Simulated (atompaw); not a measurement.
u(r) = r·R(r): atom against pseudo-atom (Dy (Z = 66))

Columns: radius, all-electron u(r) and pseudo u(r) of the 4f shell (level -9.19 eV) of dysprosium in the configuration [Kr] 4d10 4f9 5s2 5p6 5d1 6s2 6p0; PBE, scalar-relativistic, PAW (atompaw) scheme, atompaw 4.2.0.5.

| r (bohr) | all-electron | pseudo |
| --- | --- | --- |
| 0.115 | 0.1309 | 0.0010 |
| 0.231 | 0.5630 | 0.0158 |
| 0.346 | 0.9254 | 0.0702 |
| 0.462 | 1.0950 | 0.1861 |
| 0.577 | 1.1118 | 0.3563 |
| 0.692 | 1.0479 | 0.5437 |
| 0.808 | 0.9497 | 0.6923 |
| 0.923 | 0.8444 | 0.7543 |
| 1.038 | 0.7431 | 0.7272 |
| 1.154 | 0.6497 | 0.6492 |
| 1.269 | 0.5670 | 0.5670 |
| 1.385 | 0.4935 | 0.4935 |
| 1.500 | 0.4300 | 0.4300 |
| 1.615 | 0.3747 | 0.3747 |
| 1.731 | 0.3264 | 0.3264 |
| 1.846 | 0.2850 | 0.2850 |
| 1.962 | 0.2489 | 0.2489 |
| 2.077 | 0.2179 | 0.2179 |
| 2.192 | 0.1912 | 0.1912 |
| 2.308 | 0.1678 | 0.1678 |
| 2.423 | 0.1477 | 0.1477 |
| 2.538 | 0.1302 | 0.1302 |
| 2.654 | 0.1149 | 0.1149 |
| 2.769 | 0.1017 | 0.1017 |
| 2.885 | 0.0901 | 0.0901 |
| 3.000 | 0.0800 | 0.0800 |

(1) How many radial nodes do the two functions have?

(2) At about which radius was the pseudo-wave matched?

(3) Is the pseudo-wave norm-conserving?

## Answers

(1) The all-electron 4f function has n − l − 1 = 0; the pseudo-wave has 0.

(2) 1.25 bohr, where the columns begin to agree (steps of 0.12 bohr).

(3) No, it belongs to a PAW set: the norm inside the radius is not constrained, and the difference is carried by the augmentation charge.
